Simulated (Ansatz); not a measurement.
Sr3S4, relaxed as a singlet with RKS PBE-D4/def2-SVP in Ansatz, starting from the GFN1-xTB geometry. Force threshold 0.02 eV/Å.

In the def2 sets Sr takes a core potential; there is no spin–orbit coupling. Another isomer (singlet) lies 0.34 eV lower at PBE0-D4/def2-TZVP; other spin states weren't run for this one.

Start:

Cartesian coordinates in Å:
```
Sr -1.277 -1.687 1.367
Sr 0.921 2.300 1.509
Sr 0.525 0.097 -2.471
S 0.082 -2.104 -0.946
S -1.683 -0.805 -1.172
S -0.152 0.245 2.700
S 1.584 1.954 -0.987
```

```csv
step,energy (eV),largest force component (eV/Å),SCF passes
1,-45825.5903,0.861,19
2,-45825.9457,0.578,24
3,-45826.1086,0.147,23
4,-45826.1359,0.079,19
5,-45826.1495,0.124,19
6,-45826.1508,0.169,20
7,-45826.1605,0.020,18
8,-45826.1605,0.003,20
```

Force components are those of the run's own axes.

End:

| atom | x (Å) | y (Å) | z (Å) |
| --- | --- | --- | --- |
| Sr1 | -1.180 | -1.485 | 1.297 |
| Sr2 | 1.207 | 2.297 | 1.642 |
| Sr3 | 0.487 | 0.164 | -2.244 |
| S4 | -0.044 | -2.421 | -1.151 |
| S5 | -1.881 | -1.226 | -1.460 |
| S6 | -0.222 | 0.420 | 2.924 |
| S7 | 1.632 | 2.251 | -1.008 |

By distances, no bond broke or formed. The bond that changes most is Sr3–S4, from 2.71 to 2.86 Å (atoms count from 1).

No frequencies were taken in this run, so the end may be a saddle point.

Run time 11 s (4 threads of INTEL XEON PLATINUM 8581C on a shared host).
